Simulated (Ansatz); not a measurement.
Sn31PH44. Total charge 0; doublet. Geometry r2SCAN-D4/def2-SVP, basis def2-SVP, Ansatz.

```xyz
76

Sn    1.692    3.759    3.771
Sn   -3.186    4.998   -1.227
Sn    1.570    3.825   -1.036
Sn    7.193   -1.649    4.869
Sn    2.833   -0.189    5.811
Sn   -0.645   -2.055    3.077
Sn    2.838    0.073    1.353
Sn    3.624   -3.921    3.161
P    -1.156    1.686    0.793
Sn   -3.055   -0.683   -1.210
Sn   -1.636    0.915   -3.083
Sn    0.142   -2.524   -1.450
Sn   -5.941    2.049   -3.051
Sn   -4.513   -1.744   -5.164
Sn    3.059    0.179   -3.268
Sn   -0.175   -2.514   -6.067
Sn    1.387    2.196    6.076
Sn   -2.304    3.921    1.206
Sn   -1.938    0.431    2.848
Sn   -5.383    0.807   -0.605
Sn    5.532    0.506    5.509
Sn    1.234    2.387    1.349
Sn   -3.372    3.145   -3.334
Sn    0.960    2.029   -3.112
Sn    6.258   -3.123    2.690
Sn    2.093   -1.590    3.493
Sn   -0.874   -3.780    0.860
Sn    2.700   -1.425   -1.013
Sn   -4.081   -2.883   -2.642
Sn   -2.030   -0.480   -5.522
Sn    0.420   -4.058   -3.803
Sn   -6.563    0.159   -5.021
H     0.757    5.198    3.884
H     3.345    4.244    3.697
H    -4.757    5.655   -0.949
H    -2.158    6.319   -1.633
H     3.164    4.439   -1.266
H     0.490    5.172   -1.059
H     8.794   -1.084    4.580
H     7.267   -2.692    6.236
H     2.633   -1.174    7.214
H    -1.316   -2.840    4.465
H     4.471    0.600    1.582
H     3.538   -4.929    4.554
H     2.999   -4.822    1.833
H    -2.319   -1.183    0.269
H    -7.163    3.258   -2.908
H    -4.850   -2.917   -6.384
H     4.563    1.019   -3.292
H     2.950   -0.754   -4.713
H     1.287   -1.860   -6.702
H    -0.837   -3.543   -7.285
H     2.017    3.079    7.416
H    -0.276    1.899    6.394
H    -1.182    4.983    1.974
H    -3.601    3.645    2.303
H    -1.662    1.373    4.269
H    -3.640    0.245    2.653
H    -5.062    2.024    0.575
H    -6.611   -0.217    0.032
H     6.100    1.275    6.943
H     5.612    1.680    4.253
H    -3.114    3.979   -4.825
H     0.870    2.931   -4.590
H     7.290   -4.467    2.387
H     6.275   -2.137    1.281
H    -0.059   -5.252    1.254
H    -2.535   -4.172    0.605
H     3.883   -2.687   -0.925
H    -2.958   -4.185   -2.760
H    -5.505   -3.492   -1.889
H    -2.064    0.624   -6.852
H    -0.573   -5.463   -3.768
H     2.060   -4.588   -3.908
H    -8.078   -0.583   -4.667
H    -6.727    0.953   -6.541
```

```
run  HOMO (eV)  LUMO (eV)
  A      -5.07      -4.05
  B      -4.76      -4.18
  C      -5.01      -4.26
  D      -5.58      -3.58
```

In the def2 sets Sn takes a core potential; there is no spin–orbit coupling. Single mean-field runs in def2-SVP are fitted with def2-universal-jkfit.

HOMO and LUMO are taken over both spins.

Task: The runs used B97M-V, PBE, PBE0, r2SCAN. Estimate which is which.

Result: A r2SCAN (0 % exact exchange); B PBE (0 % exact exchange); C B97M-V (0 % exact exchange); D PBE0 (25 % exact exchange). Exact exchange lowers occupied and raises empty levels; among semilocal functionals meta-GGAs tend to open the gap a little, and such runs are hard to tell apart. The gap grows from 0.58 eV (PBE) to 2.00 eV (PBE0).
